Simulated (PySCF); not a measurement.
From one molecule to another.

First species: C₇H₁₁ClO₃.
SMILES: `C(Cl)[C@]1(CC(=O)CCO1)OC`

Second species: 2,4-dimethylpentan-3-amine, C₇H₁₇N.
Bonds: C1–C2, C2–C3, C2–C4, C4–N5, C4–C6, C6–C7, C6–C8. Hydrogens: H9, H10, H11 on C1; H12 on C2; H13, H14, H15 on C3; H16 on C4; H17, H18 on N5; H19 on C6; H20, H21, H22 on C7; H23, H24, H25 on C8.

Levels: PBE0/pcSseg-1 for HOMO energy, LUMO energy and HOMO–LUMO gap. Geometries: GFN2-xTB. Each species is one conformer at its optimised geometry, gas phase, non-relativistic unless stated; the electronic structure was computed with PySCF and density fitting.

The conformers computed, where there is a choice (atom-mapped SMILES and torsion angles):
- `[CH3:1][CH:2]([CH3:3])[CH:4]([NH2:5])[CH:6]([CH3:7])[CH3:8]`: C1–C2–C4–N5 62°, C2–C4–C6–C7 -53°, H–N5–C4–C2 58°, H–N5–C4–C2 -62°

The conformers of `CO[C@]1(CCl)CC(=O)CCO1` aren't listed.

Values for the first species:

```
HOMO energy   : -7.23 eV
LUMO energy   : -0.55 eV
HOMO–LUMO gap : 6.68 eV
```

Question: Estimate the same properties for the second species, and the change in each.

Answer: 
| property | first | second | second less first |
| --- | --- | --- | --- |
| HOMO energy | -7.23 eV | -6.66 eV | +0.57 eV |
| LUMO energy | -0.55 eV | 1.31 eV | +1.86 eV |
| HOMO–LUMO gap | 6.68 eV | 7.97 eV | +1.29 eV |

